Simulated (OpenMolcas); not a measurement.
Ti2+ (d2) in a complex was computed by CASSCF with the d shell active (OpenMolcas, ANO-RCC-VDZP on the metal). Its lowest spin-free states, and all those of the highest spin:

```tsv
2S+1	Degeneracy	E (cm-1)
3	1	0.0
3	2	790.4
3	1	2110
3	2	6215
1	1	8474
1	1	11159
1	2	12921
3	1	13195
1	1	14702
1	2	14711
1	1	14761
3	2	17892
3	1	27520
```

Problem. Is the site octahedral, tetrahedral or cube-like, axial, or of lower symmetry?

Solution. The states with 2S+1 = 3 have orbital degeneracies 1, 2, 1, 2, 1, 2, 1. There are pairs but no triples, so the site is axial: not cubic, but with a proper or improper axis of order three or more. The run had Ti2+ with 5 ligands (fluoride) in square pyramidal coordination (C4v) at 2.1 Å, the axial distance 2.016 Å. A charge of +0.6 e stands 2.8 Å behind each ligand. Ligand basis ANO-RCC-VDZP.

Without dynamic correlation the repulsion within the d shell is too large (B by tens of per cent), so at a given field states of lower spin stand too high. The least metal-like active orbital is 68 % on the metal (Löwdin) and no ligand orbital is active, so the numbers are rough. Ligand-to-metal charge-transfer states are missing. With no ligand orbital active B as a rule stays too high, so bands that hang on it stand too high and its fall with covalency is understated. With metal d orbitals alone and no dynamic correlation the field as a rule comes out too small, by tens of per cent, by up to half for chloride and softer ligands. No measured value stands beside these numbers; the geometry was imposed, not optimised, and the real ion may take another.
